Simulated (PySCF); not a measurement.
CH₅FGeO, SMILES C[O][GeH2][F].

The structure is a stationary point at ωB97X-D3(BJ)/def2-SVP. The structure was generated by enumeration, and PubChem lists no compound with its InChIKey, so it may never have been made. One conformer was computed; it need not be the lowest.

Method: TDA-LC-ωPBE/def2-SVPD run with PySCF.

Vertical excitations. Gas-phase values at a fixed geometry.

Question: List the lowest excited states. (Estimate from the structure and the level; the computed values follow.)

Answer: 
```
state  energy (eV)  λ (nm)      f                                                                    main pairs
-----  -----------  ------  -----  ----------------------------------------------------------------------------
S1            7.96     156  0.006                                            HOMO→LUMO+2 71 %, HOMO→LUMO+4 12 %
S2            8.20     151  0.013                                              HOMO→LUMO+1 55 %, HOMO→LUMO 14 %
S3            8.57     145  0.011  HOMO−1→LUMO+1 38 %, HOMO−1→LUMO+2 29 %, HOMO−2→LUMO+1 8 %, HOMO−1→LUMO+4 7 %
S4            8.77     141  0.036     HOMO−1→LUMO+2 35 %, HOMO−1→LUMO 23 %, HOMO→LUMO+1 15 %, HOMO−1→LUMO+1 7 %
S5            8.84     140  0.052                            HOMO→LUMO 61 %, HOMO→LUMO+1 13 %, HOMO→LUMO+4 12 %
S6            9.14     136  0.012                      HOMO−2→LUMO+1 51 %, HOMO−2→LUMO 17 %, HOMO−1→LUMO+1 16 %
S7            9.38     132  0.004                                          HOMO−2→LUMO+2 53 %, HOMO−1→LUMO 18 %
S8            9.48     131  0.081                                                              HOMO→LUMO+3 67 %
S9            9.58     129  0.119    HOMO−1→LUMO 22 %, HOMO−2→LUMO+2 16 %, HOMO−1→LUMO+4 14 %, HOMO→LUMO+3 12 %
S10           9.84     126  0.023     HOMO−1→LUMO+3 31 %, HOMO→LUMO+4 21 %, HOMO−2→LUMO 18 %, HOMO−2→LUMO+1 7 %
T1            7.37     168      0                                            HOMO→LUMO+2 59 %, HOMO→LUMO+4 18 %
T2            7.71     161      0                           HOMO→LUMO+1 50 %, HOMO→LUMO 16 %, HOMO−2→LUMO+1 9 %
T3            7.99     155      0                                        HOMO−1→LUMO+2 54 %, HOMO−1→LUMO+4 17 %
T4            8.06     154      0    HOMO−2→LUMO+1 17 %, HOMO−1→LUMO+1 15 %, HOMO→LUMO 15 %, HOMO−1→LUMO+2 10 %
```
Triplets are in the Tamm–Dancoff approximation.
